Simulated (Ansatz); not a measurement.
Ansatz (a program for electronic structure) input (CCSD(T)/6-31G):

Ansatz 0.2 input:
```yaml
crystal:
  periodic: [false, false, false]
  atoms:
    - {symbol: Cl, position_ang: [-1.43370246, -0.17800052, 0.01936132]}
    - {symbol: C, position_ang: [-0.00925733, 0.60505668, -0.02645622]}
    - {symbol: Cl, position_ang: [1.43849366, -0.13515052, -0.00566873]}
    - {symbol: H, position_ang: [-0.02590629, 1.69322759, -0.07403672]}
basis:
  gaussian:
    orbitals: 6-31G
total_charge: 1
magnetization: {spin_polarized: false}
correlation: {method: ccsd_t, electrons: outside_noble_gas}
```

Output:

```
Functional definition: HF
integrals: 0.01 GiB planned
441 factors; integrals over basis functions are off by at most 2.6e-4 eV
mean field: 0.09 GiB planned
mean field evaluation 1: about -26038.6499 eV, gradient 2.1e1 eV
mean field evaluation 2: about -26038.6578 eV, gradient 2.1e1 eV
mean field evaluation 4: about -26040.0349 eV, gradient 1.8e0 eV
mean field evaluation 8: about -26040.0621 eV, gradient 3.9e-2 eV
mean field evaluation 16: about -26040.0502 eV, gradient 5.5e-1 eV
mean field -26040.06212422 eV, -956.9546324772 hartree, gradient 1.6e-6 eV, S^2 0.000000; 0 other end points of the search recorded, 0 dependent functions left out
11 core orbitals not correlated
reference -26040.06212422 eV, -956.9546324772 hartree; 9, 9 occupied and 17, 17 virtual orbitals, 441 factors
second order -4.96431924 eV of doubles, -0.00000000 eV of singles
coupled cluster: 0.05 GiB planned
cycle   1  -5.10134140 eV  change   -1.4e-1 eV  update   1.1e-1
cycle   2  -5.36013144 eV  change   -2.6e-1 eV  update   3.3e-2
cycle   3  -5.44279375 eV  change   -8.3e-2 eV  update   2.1e-2
cycle   4  -5.43952774 eV  change    3.3e-3 eV  update   4.4e-3
cycle   5  -5.43812980 eV  change    1.4e-3 eV  update   8.9e-4
cycle   6  -5.43770856 eV  change    4.2e-4 eV  update   2.6e-4
cycle   7  -5.43760231 eV  change    1.1e-4 eV  update   5.6e-5
cycle   8  -5.43760912 eV  change   -6.8e-6 eV  update   1.8e-5
perturbative correction -0.21257790 eV, -0.0078120938 hartree
Total energy: -26045.71231124 eV, -957.1622730203 hartree
```
